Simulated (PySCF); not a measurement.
Constitutional and geometric isomers with formula CH6Si3. All species are isolated molecules in the gas phase. One relaxed conformer stands for each flexible species; it need not be the lowest. Strings in code marks are SMILES. All members: neutral, multiplicity 1. Level: ωB97X-D3(BJ)/def2-TZVP // PBE0-D3(BJ)/def2-TZVP (PySCF), beside PBE-D3(BJ)/def2-TZVP // PBE0-D3(BJ)/def2-TZVP (PySCF) at the same geometries.  Orbital energies are measured against the vacuum level.

```csv
species,"HOMO, PBE (eV)","HOMO, ωB97X-D3(BJ) (eV)"
`C1=[SiH][SiH2][SiH2]1`,-5.97,-9.07
`C=[Si]1[SiH2][SiH2]1`,-5.82,withheld
`[SiH2]=C=[SiH][SiH3]`,-5.63,-8.66
`C[SiH]1[SiH]=[SiH]1`,-5.21,-8.03
`C1[SiH]=[SiH][SiH2]1`,-5.03,-7.83
`C[Si]1=[SiH][SiH2]1`,-5.03,-7.88
`[SiH2]=C[SiH]=[SiH2]` (Si–C–Si–Si torsion 48°),-4.77,-7.36
```

**Question.** Fit y = a + b·x, y being the HOMO at the first level, to the 6 complete rows by least squares, with x = the PBE value in eV. Give a, b and the rms residual, and predict the withheld value.

**Answer.** Means of the 6 rows: x̄ = -5.2733, ȳ = -8.1383 eV. Σ(x − x̄)² = 0.98833 and Σ(x − x̄)(y − ȳ) = 1.3716, so b = 1.388 and a = ȳ − b·x̄ = -0.819 eV. The rms residual is 0.051 eV. At x = -5.82 the line gives -8.90 eV. The run for `C=[Si]1[SiH2][SiH2]1` gave -8.89 eV, so the line is off by 0.01 eV, within twice the rms residual.

Codes: PySCF.
